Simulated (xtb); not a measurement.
xtb input (GFN2-xTB):

```bash
xtb mol.xyz --gfn 2 --sp --chrg -1 --uhf 0
```
mol.xyz:
```
8

C     -1.65379895     0.40690314     0.92845921
B     -0.42334994     0.10800340     0.25087792
S      0.59735541     1.30912866    -0.80445028
S      0.32526368    -1.63198527     0.23846254
H     -2.17411608     1.35779536     0.83207386
H     -2.15603055    -0.31249130     1.57083258
H     -0.02238238     2.43911562    -0.42025840
H      1.63016716    -1.30014983     0.24801117
```

Output:

```
           -------------------------------------------------
          |                Calculation Setup                |
           -------------------------------------------------

           -------------------------------------------------
          |                 G F N 2 - x T B                 |
           -------------------------------------------------

        Reference                      10.1021/acs.jctc.8b01176
      * Hamiltonian:
        H0-scaling (s, p, d)           1.850000    2.230000    2.230000
        zeta-weighting                 0.500000
      * Dispersion:
        s8                             2.700000
        a1                             0.520000
        a2                             5.000000
        s9                             5.000000
      * Repulsion:
        kExp                           1.500000    1.000000
        rExp                           1.000000
      * Coulomb:
        alpha                          2.000000
        third order                    shell-resolved
        anisotropic                    true
        a3                             3.000000
        a5                             4.000000
        cn-shift                       1.200000
        cn-exp                         4.000000
        max-rad                        5.000000

          ...................................................
          :                      SETUP                      :
          :.................................................:
          :  # basis functions                  32          :
          :  # atomic orbitals                  30          :
          :  # shells                           14          :
          :  # electrons                        24          :
          :  max. iterations                   250          :
          :  Hamiltonian                  GFN2-xTB          :
          :  restarted?                      false          :
          :  GBSA solvation                  false          :
          :  PC potential                    false          :
          :  electronic temp.          300.0000000     K    :
          :  accuracy                    1.0000000          :
          :  -> integral cutoff          0.2500000E+02      :
          :  -> integral neglect         0.1000000E-07      :
          :  -> SCF convergence          0.1000000E-05 Eh   :
          :  -> wf. convergence          0.1000000E-03 e    :
          :  Broyden damping             0.4000000          :
          :  net charge                         -1          :
          :  unpaired electrons                  0          :
          ...................................................

 iter      E             dE          RMSdq      gap      omega  full diag
   1    -11.7937975 -0.117938E+02  0.892E+00    3.52       0.0  T
   2    -11.7402917  0.535058E-01  0.103E+01    4.05       1.0  T
   3    -12.2033122 -0.463020E+00  0.402E+00    3.94       1.0  T
   4    -12.1909257  0.123865E-01  0.173E+00    3.69       1.0  T
   5    -12.2122712 -0.213455E-01  0.338E-01    3.65       1.0  T
   6    -12.2122411  0.300951E-04  0.174E-01    3.69       1.0  T
   7    -12.2122952 -0.540549E-04  0.750E-02    3.67       1.0  T
   8    -12.2123280 -0.327990E-04  0.210E-02    3.68       1.7  T
   9    -12.2123280 -0.394400E-07  0.898E-03    3.68       3.9  T
  10    -12.2123280  0.452493E-07  0.565E-03    3.68       6.3  T
  11    -12.2123282 -0.242304E-06  0.145E-03    3.68      24.4  T
  12    -12.2123282 -0.165788E-07  0.380E-04    3.68      93.1  T
  13    -12.2123282 -0.968992E-09  0.441E-05    3.68     801.9  T

   *** convergence criteria satisfied after 13 iterations ***

         #    Occupation            Energy/Eh            Energy/eV
      -------------------------------------------------------------
         1        2.0000           -0.5230973             -14.2342
       ...           ...                  ...                  ...
         6        2.0000           -0.2817204              -7.6660
         7        2.0000           -0.2687428              -7.3129
         8        2.0000           -0.2247869              -6.1168
         9        2.0000           -0.2207237              -6.0062
        10        2.0000           -0.2082506              -5.6668
        11        2.0000           -0.1896465              -5.1605
        12        2.0000           -0.1362189              -3.7067 (HOMO)
        13                         -0.0011203              -0.0305 (LUMO)
        14                          0.0084293               0.2294
        15                          0.0404824               1.1016
        16                          0.0931924               2.5359
        17                          0.1068011               2.9062
       ...                                ...                  ...
        30                          0.8183306              22.2679
      -------------------------------------------------------------
                  HL-Gap            0.1350986 Eh            3.6762 eV
             Fermi-level           -0.0686696 Eh           -1.8686 eV

 SCC (total)                   0 d,  0 h,  0 min,  0.005 sec
 SCC setup                      ...        0 min,  0.000 sec (  1.640%)
 Dispersion                     ...        0 min,  0.000 sec (  0.643%)
 classical contributions        ...        0 min,  0.000 sec (  0.288%)
 integral evaluation            ...        0 min,  0.001 sec ( 14.198%)
 iterations                     ...        0 min,  0.002 sec ( 51.084%)
 molecular gradient             ...        0 min,  0.001 sec ( 29.802%)
 printout                       ...        0 min,  0.000 sec (  1.884%)

         :::::::::::::::::::::::::::::::::::::::::::::::::::::
         ::                     SUMMARY                     ::
         :::::::::::::::::::::::::::::::::::::::::::::::::::::
         :: total energy             -12.119659711259 Eh    ::
         :: gradient norm              0.025714860743 Eh/a0 ::
         :: HOMO-LUMO gap              3.676219344874 eV    ::
         ::.................................................::
         :: SCC energy               -12.212324343799 Eh    ::
         :: -> isotropic ES            0.148086985288 Eh    ::
         :: -> anisotropic ES          0.000006893531 Eh    ::
         :: -> anisotropic XC          0.003120933299 Eh    ::
         :: -> dispersion             -0.005733518404 Eh    ::
         :: repulsion energy           0.092664632539 Eh    ::
         :: add. restraining           0.000000000000 Eh    ::
         :: total charge              -1.000000000000 e     ::
         :::::::::::::::::::::::::::::::::::::::::::::::::::::

           -------------------------------------------------
          |                Property Printout                |
           -------------------------------------------------

    * Orbital Energies and Occupations

         #    Occupation            Energy/Eh            Energy/eV
      -------------------------------------------------------------
         1        2.0000           -0.5230973             -14.2342
         2        2.0000           -0.5146124             -14.0033
         3        2.0000           -0.3574064              -9.7255
         4        2.0000           -0.3171912              -8.6312
         5        2.0000           -0.3097639              -8.4291
         6        2.0000           -0.2817204              -7.6660
         7        2.0000           -0.2687428              -7.3129
         8        2.0000           -0.2247869              -6.1168
         9        2.0000           -0.2207237              -6.0062
        10        2.0000           -0.2082506              -5.6668
        11        2.0000           -0.1896465              -5.1605
Note: The following floating-point exceptions are signalling: IEEE_UNDERFLOW_FLAG IEEE_DENORMAL
normal termination of xtb
        12        2.0000           -0.1362189              -3.7067 (HOMO)
        13                         -0.0011203              -0.0305 (LUMO)
        14                          0.0084293               0.2294
        15                          0.0404824               1.1016
        16                          0.0931924               2.5359
        17                          0.1068011               2.9062
        18                          0.1590678               4.3285
        19                          0.1615490               4.3960
        20                          0.1669188               4.5421
        21                          0.1755179               4.7761
        22                          0.1840815               5.0091
        23                          0.2449547               6.6656
       ...                                ...                  ...
        30                          0.8183306              22.2679
      -------------------------------------------------------------
                  HL-Gap            0.1350986 Eh            3.6762 eV
             Fermi-level           -0.0686696 Eh           -1.8686 eV

     #   Z          covCN         q      C6AA      α(0)
     1   6 C        2.764    -0.276    35.567     9.767
     2   5 B        2.688     0.297    17.139     6.953
     3  16 S        1.868    -0.549   166.015    21.686
     4  16 S        1.871    -0.553   166.228    21.700
     5   1 H        0.925    -0.080     4.919     3.468
     6   1 H        0.925    -0.069     4.595     3.352
     7   1 H        0.922     0.110     1.694     2.035
     8   1 H        0.922     0.121     1.606     1.982

 Mol. C6AA /au·bohr⁶  :       1831.205128
 Mol. C8AA /au·bohr⁸  :      68976.967517
 Mol. α(0) /au        :         70.943622

Wiberg/Mayer (AO) data.
largest (>0.10) Wiberg bond orders for each atom

 ---------------------------------------------------------------------------
     #   Z sym  total        # sym  WBO       # sym  WBO       # sym  WBO
 ---------------------------------------------------------------------------
     1   6 C    3.847 --     2 B    1.806     6 H    0.975     5 H    0.975
     2   5 B    3.441 --     1 C    1.806     4 S    0.804     3 S    0.802
     3  16 S    1.847 --     7 H    0.973     2 B    0.802
     4  16 S    1.840 --     8 H    0.967     2 B    0.804
     5   1 H    0.994 --     1 C    0.975
     6   1 H    0.995 --     1 C    0.975
     7   1 H    0.988 --     3 S    0.973
     8   1 H    0.985 --     4 S    0.967
 ---------------------------------------------------------------------------

Topologies differ in total number of bonds
Writing topology from bond orders to xtbtopo.mol

molecular dipole:
                 x           y           z       tot (Debye)
 q only:        0.645       0.243      -0.121
   full:        0.412       0.536       0.024       1.720
molecular quadrupole (traceless):
                xx          xy          yy          xz          yz          zz
 q only:       -0.206      -0.190      -2.428       5.586       2.617       2.635
  q+dip:        2.016      -1.503      -5.122       5.638       4.107       3.105
   full:        1.801      -1.476      -4.043       5.787       3.901       2.241

           -------------------------------------------------
          | TOTAL ENERGY              -12.119659711259 Eh   |
          | GRADIENT NORM               0.025714860743 Eh/α |
          | HOMO-LUMO GAP               3.676219344874 eV   |
           -------------------------------------------------

------------------------------------------------------------------------
------------------------------------------------------------------------
 total:
 SCF:
```

It need not be the lowest isomer of its formula. Whether it binds its extra electron was not tested at this geometry.
